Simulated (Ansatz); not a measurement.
Geometry optimisation, Ansatz 0.2.0, RKS PBE0-D4/def2-mTZVP.

input.yaml

```yaml
crystal:
  periodic: [false, false, false]
  atoms:
    - { symbol: "N", position_ang: [-1.0488, -0.5844, -0.4065] }
    - { symbol: C, position_ang: [-0.0796, 0.229, -0.3549] }
    - { symbol: Te, position_ang: [0.4661, 1.0697, 1.4897] }
    - { symbol: H, position_ang: [-1.3116, -0.9417, -1.3206] }
    - { symbol: H, position_ang: [0.5006, 0.4521, -1.2645] }
    - { symbol: H, position_ang: [1.5154, -0.2887, 1.8105] }
basis:
  gaussian: { orbitals: def2-mTZVP }
hamiltonian:
  xc: pbe0
  dispersion: d4
relax:
  f_tol: 0.02
  max_steps: 40
scf:
  lower_state_search: "off"
```

Launched with:

```bash
$ ansatz run input.yaml --threads 1 --pin off --max-ram 2048MiB --backend cpu --events-out ev --progress --plain --runs-dir out
```

Problem. Where does it end, and by what steps?

Solution. The forces met the threshold. After 13 steps the energy has fallen by 0.359 eV; H6 moved furthest, 1.00 Å.

```
step  energy less start (eV)  largest force component (eV/Å)  accepted
   0                  0.0000                           1.549       yes
   1                  0.0015                           1.527        no
   2                 -0.1181                           0.825       yes
   3                 -0.1478                           0.592       yes
   4                 -0.1770                           0.331       yes
   5                 -0.2209                           0.449       yes
   6                 -0.2900                           0.301       yes
   7                 -0.3330                           0.333       yes
   8                 -0.3384                           0.195       yes
   9                 -0.3211                           0.564        no
  10                 -0.3569                           0.098       yes
  11                 -0.3571                           0.228       yes
  12                 -0.3592                           0.060       yes
  13                 -0.3595                           0.009       yes
```

```xyz
6
Properties=species:S:1:pos:R:3
N -1.336 -0.275 -0.598
C -0.146 -0.090 -0.234
Te 0.257 0.561 1.738
H -1.387 -0.587 -1.571
H 0.749 -0.234 -0.850
H 1.904 0.561 1.468
```

Time of the run: 40 s on 1 thread of Arm Neoverse V1, with other jobs on the host, peak memory 0.14 GiB.
